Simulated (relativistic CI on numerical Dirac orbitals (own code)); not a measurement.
**Hyperfine structure of Kr11+, mass number 85**

Calculated at this level of theory: Dirac-Coulomb-Breit CI, separate exchange-only KLI orbitals for each configuration, QED by a radiative potential, unscaled Slater integrals (own radial code, finite nucleus).

Configurations in the expansion (outside the closed core [Ne]): 3s²3p⁶3d⁷, 3s²3p⁵3d⁸, 3s²3p⁴3d⁹, 3s3p⁶3d⁸, 3s²3p⁶3d⁶4s, 3s²3p⁶3d⁶4p, 3p⁶3d⁹, 3s²3p⁶3d⁶4d, 3s²3p⁶3d⁵4s², 3s²3p⁶3d⁵4s4p, 3s3p⁵3d⁹, 3s²3p⁶3d⁶4f, 3s²3p⁶3d⁶5s, 3s²3p⁶3d⁵4p², 3s²3p⁶3d⁶5p, 3s²3p⁵3d⁷4s. Levels of other configurations are missing.

Nuclear spin I = 9/2, μ = -1.0055 μN, Q = 0.443 b (tables of Stone and Pyykkö). The electronic factors are computed for point nuclear moments, without core polarisation or the Bohr-Weisskopf and QED corrections.

```csv
Level,E (cm⁻¹),A (MHz),B (MHz)
3s²3p⁶3d⁷ ⁴F9/2,0.0,-456,913
3s²3p⁶3d⁷ ⁴F7/2,7929.5,-496.5,644
3s²3p⁶3d⁷ ⁴F5/2,12731.3,-589.5,498
3s²3p⁶3d⁷ ⁴F3/2,15730.2,-948.7,449
3s²3p⁶3d⁷ ⁴P3/2,39109.4,-376.2,733
3s²3p⁶3d⁷ ⁴P5/2,41454.4,-244.4,-1260
3s²3p⁶3d⁷ ²G9/2,43765.9,-580.4,-734
3s²3p⁶3d⁷ ⁴P1/2,45691.5,416.9,
```

Levels with J = 0, under 50 % of one LS term, or S terms without an open s electron are left out. Small factors come from cancelling terms and can be off by tens of per cent or more.

At this charge energies of transitions that change n are usually good to better than 1 %, and those within a shell (Δn = 0) to a few per cent. Terms inside the open d or f shell come out 10 to 20 % too wide with unscaled integrals.

(1) Give the hyperfine levels of 3s²3p⁶3d⁷ ⁴F9/2 relative to its centre of gravity.

## Answers

(1) With K = F(F + 1) − I(I + 1) − J(J + 1), E = AK/2 + B[¾K(K + 1) − I(I + 1)J(J + 1)]/[2I(2I − 1)J(2J − 1)]: F = 0: 11700, F = 1: 11200, F = 2: 10190, F = 3: 8696, F = 4: 6732, F = 5: 4326, F = 6: 1507, F = 7: -1685, F = 8: -5206, F = 9: -9006 MHz.

LS names give the leading component of a level, which can be under half, so a name can repeat, a term be missing and a line seem to break the LS rules.
